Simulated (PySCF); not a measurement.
Screening by computed properties: pick the candidate that meets the target.

All species are isolated and taken at one optimised geometry, non-relativistic unless stated; the electronic structure was computed with PySCF and density fitting.

Dipoles, sizes and rotational constants follow the conformer. The torsions of the flexible species, by atom-mapped SMILES:
- `[CH3:1][CH2:2][c:3]1[n:4][nH:5][c:6]([CH3:7])[n:8]1`: C1–C2–C3–N4 -92°
- `[CH2:1]=[N:2][SiH2:3][CH2:4][CH2:5][NH2:6]`: C1–N2–Si3–C4 -121°, N2–Si3–C4–C5 -98°, Si3–C4–C5–N6 178°, H–N6–C5–C4 -60°, H–N6–C5–C4 58°
- `[CH3:1][NH:2][SiH:3]1[CH2:4][NH:5][CH2:6]1`: C1–N2–Si3–C4 93°
- `[Cl:1][c:2]1[n:3][n:4][c:5]([CH:6]2[CH2:7][CH2:8]2)[s:9]1`: N4–C5–C6–C7 -145°
- `[CH3:1][CH2:2][n:3]1[cH:4][n:5][n:6][c:7]1[CH3:8]`: C1–C2–N3–C4 -88°
- `[CH3:1][C@@H:2]([F:3])[CH2:4][Si+:5]([CH3:6])[CH3:7]`: C1–C2–C4–Si5 -138°, C2–C4–Si5–C6 -79°

**Question.** Wanted: lowest triplet excitation (Tamm–Dancoff) between 3.6 eV and 4 eV (TDA B3LYP/def2-SVPD) and dipole moment above 2 D (B3LYP/def2-SVPD), at GFN2-xTB geometries. Which candidate meets both?
A. `C=N[SiH2]CCN`
B. `C1C[SiH2]1`
C. `C1[SiH](CN1)NC`
D. `CCC1=NNC(C)=N1`
E. `Clc1nnc(C2CC2)s1`

**Answer.** E. Computed values:
```csv
species,lowest triplet excitation (Tamm–Dancoff),dipole moment
C=N[SiH2]CCN,3.42 eV,2.42 D
Clc1nnc(C2CC2)s1,3.74 eV,4.01 D
CCC1=NNC(C)=N1,4.69 eV,2.71 D
C1C[SiH2]1,4.85 eV,0.06 D
C1[SiH](CN1)NC,5.23 eV,0.80 D
```

**Question.** Wanted: electronic spatial extent ⟨r²⟩ about the centre of nuclear charge between 1000 bohr² and 1100 bohr² (B3LYP/def2-SVPD) and smallest rotational constant below 4 GHz (GFN2-xTB), at GFN2-xTB geometries. Which candidate meets both?
A. `CCC1=NNC(C)=N1`
B. `C1C[SiH2]1`
C. `CN[SiH]1CNC1`
D. `CCn1cnnc1C`
E. `C=N[SiH2]CCN`
F. `Clc1nnc(C2CC2)s1`

**Answer.** A. Computed values:
```csv
species,electronic spatial extent ⟨r²⟩ about the centre of nuclear charge,smallest rotational constant
C1C[SiH2]1,241 bohr²,7.206 GHz
CN[SiH]1CNC1,859 bohr²,1.562 GHz
CCn1cnnc1C,933 bohr²,1.359 GHz
CCC1=NNC(C)=N1,1077 bohr²,1.166 GHz
C=N[SiH2]CCN,1107 bohr²,1.089 GHz
Clc1nnc(C2CC2)s1,1784 bohr²,0.600 GHz
```

**Question.** Wanted: HOMO–LUMO gap between 5.5 eV and 5.9 eV (B3LYP/def2-SVPD) and lowest singlet excitation below 5.3 eV (TDDFT B3LYP/def2-SVPD), at GFN2-xTB geometries. Which candidate meets both?
A. `Clc1nnc(C2CC2)s1`
B. `CCc1n[nH]c(C)n1`
C. `CCn1cnnc1C`
D. `C=N[SiH2]CCN`
E. `C[C@@H](F)C[Si+](C)C`

**Answer.** A. Computed values:
```csv
species,HOMO–LUMO gap,lowest singlet excitation
C=N[SiH2]CCN,5.39 eV,4.02 eV
Clc1nnc(C2CC2)s1,5.65 eV,4.50 eV
C[C@@H](F)C[Si+](C)C,6.08 eV,5.01 eV
CCn1cnnc1C,6.58 eV,5.52 eV
CCc1n[nH]c(C)n1,7.01 eV,6.10 eV
```

**Question.** Wanted: static isotropic polarisability between 80 au and 83 au (B3LYP/def2-SVPD) and HOMO energy below -7.1 eV (B3LYP/def2-SVPD), at GFN2-xTB geometries. Which candidate meets both?
A. `Clc1nnc(C2CC2)s1`
B. `[C@@H](C)(C[Si+](C)C)F`
C. `C=N[SiH2]CCN`
D. `C1C[SiH2]1`
E. `CCc1n[nH]c(C)n1`

**Answer.** B. Computed values:
```csv
species,static isotropic polarisability,HOMO energy
C1C[SiH2]1,52.5 au,-6.65 eV
CCc1n[nH]c(C)n1,79.4 au,-7.01 eV
[C@@H](C)(C[Si+](C)C)F,81.8 au,-13.44 eV
C=N[SiH2]CCN,83.7 au,-6.50 eV
Clc1nnc(C2CC2)s1,103.5 au,-7.28 eV
```
